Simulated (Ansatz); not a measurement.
Geometry optimisation, Ansatz, RKS PBE/STO-3G.

The input (input.yaml):

```yaml
crystal:
  periodic: [false, false, false]
  atoms:
    - { symbol: Si, position_ang: [0.0, 0.0, 0.0] }
    - { symbol: "N", position_ang: [0.0, 0.0, 1.82] }
    - { symbol: C, position_ang: [-1.2162, -0.3762, 2.555] }
    - { symbol: H, position_ang: [-1.8642, -0.9999, 1.9045] }
    - { symbol: H, position_ang: [-0.9378, -0.9533, 3.4614] }
    - { symbol: H, position_ang: [-1.7663, 0.5401, 2.8549] }
    - { symbol: C, position_ang: [1.2162, 0.3762, 2.555] }
    - { symbol: H, position_ang: [1.4641, -0.4163, 3.2916] }
    - { symbol: H, position_ang: [2.0585, 0.4943, 1.8418] }
    - { symbol: H, position_ang: [1.0457, 1.3351, 3.0874] }
    - { symbol: "N", position_ang: [1.7163, 0.0, -0.6061] }
    - { symbol: H, position_ang: [2.2145, -0.918, -0.7868] }
    - { symbol: H, position_ang: [2.2175, 0.918, -0.7783] }
    - { symbol: C, position_ang: [-0.8808, 1.5259, -0.6227] }
    - { symbol: H, position_ang: [-1.9334, 1.2723, -0.8671] }
    - { symbol: H, position_ang: [-0.8624, 2.3106, 0.1622] }
    - { symbol: H, position_ang: [-0.3704, 1.9025, -1.5336] }
    - { symbol: O, position_ang: [-0.7913, -1.3709, -0.5594] }
    - { symbol: H, position_ang: [-1.2459, -1.8365, 0.2129] }
basis:
  gaussian: { orbitals: STO-3G }
hamiltonian:
  xc: pbe
relax:
  f_tol: 0.02
  max_steps: 40
```

Run as:

```bash
$ ansatz run input.yaml --threads 1 --pin off --max-ram 2048MiB --backend cpu --events-out ev --progress --plain --runs-dir out
```

Q: Where does it end, and by what steps?

A: The run converged. Limits of this set-up: minimal basis. After 16 steps the energy has fallen by 0.799 eV; H13 moved furthest, 0.95 Å.

| step | energy less start (eV) | largest force component (eV/Å) | accepted |
| --- | --- | --- | --- |
| 0 | 0.0000 | 2.820 | yes |
| 1 | -0.4243 | 1.471 | yes |
| 2 | -0.5331 | 0.474 | yes |
| 3 | -0.5836 | 0.559 | yes |
| 4 | -0.6252 | 1.177 | yes |
| 5 | -0.6655 | 0.355 | yes |
| 6 | -0.7326 | 0.254 | yes |
| 7 | -0.7574 | 0.906 | yes |
| 8 | -0.7795 | 0.204 | yes |
| 9 | -0.7850 | 0.188 | yes |
| 10 | -0.7880 | 0.286 | yes |
| 11 | -0.7881 | 0.236 | yes |
| 12 | -0.7936 | 0.229 | yes |
| 13 | -0.7971 | 0.057 | yes |
| 14 | -0.7984 | 0.026 | yes |
| 15 | -0.7989 | 0.028 | yes |
| 16 | -0.7991 | 0.018 | yes |

```xyz
19
Properties=species:S:1:pos:R:3
Si 0.021 0.025 0.047
N 0.114 -0.380 1.783
C -1.200 -0.481 2.496
H -1.923 -1.027 1.853
H -1.077 -1.050 3.444
H -1.652 0.508 2.762
C 1.102 0.411 2.586
H 1.385 -0.147 3.507
H 2.009 0.567 1.964
H 0.720 1.412 2.909
N 1.753 0.117 -0.409
H 2.172 -0.858 -0.383
H 1.818 0.370 -1.438
C -0.782 1.646 -0.478
H -1.835 1.695 -0.152
H -0.251 2.510 -0.044
H -0.768 1.759 -1.576
O -0.957 -1.208 -0.660
H -0.584 -2.066 -0.218
```

Whether the end is a true minimum wasn't checked by a vibrational analysis.

Run time: 3.2 min on 1 thread of Intel(R) Xeon(R) Processor @ 2.50GHz (Skylake/Cascade Lake), with other jobs on the host, peak memory 0.17 GiB.
